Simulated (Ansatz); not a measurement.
This geometry of C2H8O2SSi (14 atoms, charge 0, multiplicity 1) is a first-order saddle point.

Method: Ansatz, RKS B3LYP-D4/def2-SVP.

```xyz
14
Properties=species:S:1:pos:R:3
C -1.950 0.703 -0.555
O -0.960 0.795 0.446
Si 0.614 0.286 0.277
C 0.724 -1.550 -0.022
O 1.307 1.028 -1.043
S 1.621 0.869 2.094
H -2.230 -0.347 -0.763
H -1.618 1.161 -1.505
H -2.852 1.233 -0.211
H 0.254 -1.808 -0.985
H 1.773 -1.880 -0.058
H 0.204 -2.108 0.773
H 1.453 1.981 -0.999
H 1.646 -0.393 2.580
```

**Question.** Which two structures does it join? (They come from a converged band through this point; their orientation in space is the band's.)

**Answer.** No bond is made or broken. The dihedral C4–Si3–S6–H14 goes from 58 to -119°.

First end point:

```xyz
14
Properties=species:S:1:pos:R:3
C -1.887 0.839 -0.709
O -0.972 0.879 0.363
Si 0.535 0.180 0.361
C 0.475 -1.662 0.105
O 1.486 0.776 -0.871
S 1.261 0.759 2.303
H -2.270 -0.183 -0.889
H -1.437 1.206 -1.650
H -2.746 1.484 -0.464
H 0.083 -1.906 -0.896
H 1.480 -2.106 0.187
H -0.173 -2.132 0.861
H 1.708 1.714 -0.814
H 2.445 0.121 2.142
```

Last end point:

```xyz
14
Properties=species:S:1:pos:R:3
C -1.778 0.777 -0.593
O -0.784 0.805 0.410
Si 0.715 0.086 0.279
C 0.597 -1.743 -0.039
O 1.586 0.708 -0.997
S 1.654 0.569 2.160
H -2.190 -0.240 -0.735
H -1.391 1.130 -1.566
H -2.604 1.439 -0.289
H 0.177 -1.941 -1.039
H 1.594 -2.209 0.006
H -0.044 -2.225 0.715
H 1.907 1.612 -0.887
H 0.545 1.202 2.606
```

**Question.** How far does it lie above each of them?

**Answer.** 0.089 eV above the first and 0.086 eV above the second. This is the barrier of this one path; another mechanism may lie lower.

Run time: 3.8 min on 2 threads of Intel(R) Xeon(R) Platinum 8375C CPU @ 2.90GHz (Ice Lake) (shared host), peak memory 0.36 GiB.
